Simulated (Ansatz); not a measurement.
One change: `[NH2][Zr]([NH2])([F])[F]` becomes `[CH3][Zr]([NH2])([F])[F]`.

Ansatz, PBE0-D4/def2-TZVP geometries, multiplicity 1. Each molecule was computed in one conformer, which needn't be the lowest.

Elements past krypton have def2 core potentials.

| property | `[NH2][Zr]([NH2])([F])[F]` |
| --- | --- |
| size of the dipole moment (B3LYP/def2-TZVPP) / D | 2.72 |
| HOMO–LUMO gap (B3LYP/def2-TZVPP) / eV | 6.63 |
| HOMO energy (PBE0/def2-TZVPP) / eV | -7.57 |
| ideal-gas entropy at 298 K and 1 bar (rigid rotor, harmonic PBE0-D4/def2-TZVP) / J/(mol·K) | 376 |
| HOMO energy (ωB97M-V/def2-TZVPP) / eV | -9.95 |
| LUMO energy (ωB97M-V/def2-TZVPP) / eV | 0.58 |

Q: What does the change do to each property? (Estimate.)

A: Ansatz gave: 
```tsv
property	`[CH3][Zr]([NH2])([F])[F]`	shift
size of the dipole moment (B3LYP/def2-TZVPP) / D	2.24	-0.48
HOMO–LUMO gap (B3LYP/def2-TZVPP) / eV	6.37	-0.26
HOMO energy (PBE0/def2-TZVPP) / eV	-7.67	-0.10
ideal-gas entropy at 298 K and 1 bar (rigid rotor, harmonic PBE0-D4/def2-TZVP) / J/(mol·K)	385	9
HOMO energy (ωB97M-V/def2-TZVPP) / eV	-9.97	-0.02
LUMO energy (ωB97M-V/def2-TZVPP) / eV	0.59	0.01
```

With PBE0 the HOMO falls by 0.10 eV and the LUMO falls by 0.37 eV, so the gap narrows by about 0.27 eV. PBE moves the HOMO by -0.18 eV and ωB97M-V by -0.02 eV. The zero-point energy changes by 25.6 kJ/mol with +3 modes. Dipoles are sizes alone; their direction can turn.

B3LYP here is the variant with VWN-RPA as its local correlation; programs differ in this.
